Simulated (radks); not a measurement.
The numbers below are computed, except where a source is named.
Problem. Pm3+, configuration [Xe] 4f2 5d2 (not the ground configuration). Code: a radial shooting solver on a logarithmic mesh with Libxc functionals. Model: non-relativistic Kohn-Sham, BLYP, spin-unpolarised, spherical densities, point nucleus; relativity is left out, which matters for an element this heavy. Some entries of the table are withheld. Estimate them.

orbital,occ.,eigenvalue (hartree),<r> (bohr)
1s,2,-1566.390,0.02488
2s,2,-248.0532,(1)
2p,6,-235.4282,0.09018
3s,2,-55.47885,0.2761
3p,6,(2),0.2658
3d,10,(3),0.2371
4s,2,-12.30153,0.6205
4p,6,-10.17287,0.6356
4d,10,-6.40033,0.6727
5s,2,-2.61357,1.424
5p,6,-1.98624,1.564
4f,2,-1.86266,(4)
5d,2,-1.04517,2.041

Solution. 
(1) 2s <r> (bohr): 0.1062
(2) 3p eigenvalue (hartree): -49.93938
(3) 3d eigenvalue (hartree): -39.61086
(4) 4f <r> (bohr): 0.8075
